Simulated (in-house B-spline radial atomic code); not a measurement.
How numerical settings move a run on Ni, [Ar] 3d8 4s2. Computed with a B-spline radial code for spherical atoms: non-relativistic PBEsol, spherical fractional occupations, point nucleus.

Command:
```bash
python run_scf.py task.json out
```
Settings of the sound reference run:
```
Z                28
electrons        28
configuration    [Ar] 3d8 4s2
hamiltonian      nr
method           pbesol
spin_polarised   False
knot_spacing     0.22
spline_order     8
gauss_points     12
box_radius       50
max_iterations   70
damping          0.5
damped_steps     3
diis_vectors     10
tolerance        1e-08
start            Thomas-Fermi
```

Time taken, with all properties: 0.3 s on 1 thread of Arm Neoverse N1, with other jobs on the host.

It converges in 13 iterations to -1506.710032 hartree, with 4s at -5.54187 eV. The other runs change the listed settings, some to values that make no sense; their results aren't properties of the atom or ion. Radii are in bohr (the nuclear one in fm), a minus after a letter asks for a j subshell, and «unchanged» means within 1e-8 hartree. The run stops when the residual is below 10 × tolerance × max(1, Z/10), or a noise floor if that is larger, and the energy moves by less than 1e-8 × √|E| hartree; so very loose and very tight tolerances often act alike.

```tsv
changed settings	outcome
gauss_points = 16, first_knot = 0.0357, max_iterations = 100, damped_steps = 8	converged in 14 iterations, energy +8.24e-08 hartree from the reference, 4s level -5.3e-06 eV
electrons = 29, configuration = [Ar] 3d8 4s2 3f1, max_iterations = 50	stopped with error: there is no 3f shell
max_iterations = 12	not converged after 12 iterations, last residual 3.5e-07, last energy -2.00e-10 hartree from the reference
damping = 0	converged in 13 iterations, energy unchanged, 4s level -1.7e-06 eV
first_knot = 0.0107, max_iterations = 60, start = bare nucleus	converged in 13 iterations, energy +3.08e-07 hartree from the reference, 4s level -9.1e-06 eV
tolerance = 1e-13	converged in 13 iterations, energy unchanged
max_iterations = 3	not converged after 3 iterations, last residual 1.3e-01, last energy +6.64e-01 hartree from the reference
max_iterations = 5	not converged after 5 iterations, last residual 5.2e-01, last energy +3.25e+01 hartree from the reference
tolerance = 1e-06	converged in 12 iterations, energy unchanged, 4s level -8.6e-06 eV
damping = 0.95	converged in 13 iterations, energy unchanged, 4s level -8.5e-07 eV
damping = 0.8	converged in 11 iterations, energy unchanged, 4s level -8.2e-07 eV
hamiltonian = dirac, method = scan,scan, nucleus = fermi, rms_radius = 3.7757, mass_number = 58, atomic_mass = 57.93534, speed_of_light = 137.036	stopped with error: meta-GGAs are not served with the Dirac Hamiltonian
```

Question: What happens with max_iterations = 2?

Answer: Not converged after 2 iterations, last residual 3.1e-01, last energy +2.79e+00 hartree from the reference.

Question: What happens with max_iterations = 8?

Answer: Not converged after 8 iterations, last residual 6.4e-03, last energy +1.37e-03 hartree from the reference.

Question: What happens with max_iterations = 100, damped_steps = 30, diis_vectors = 4, tolerance = 0.0001?

Answer: Converged in 19 iterations, energy +2.16e-07 hartree from the reference, 4s level -1.7e-03 eV.

Question: What happens with gauss_points = 3, box_radius = 3, max_iterations = 60, damping = 0, diis_vectors = 1?

Answer: Not converged after 60 iterations, last residual 8.0e-01, last energy -3.22e+05 hartree from the reference.
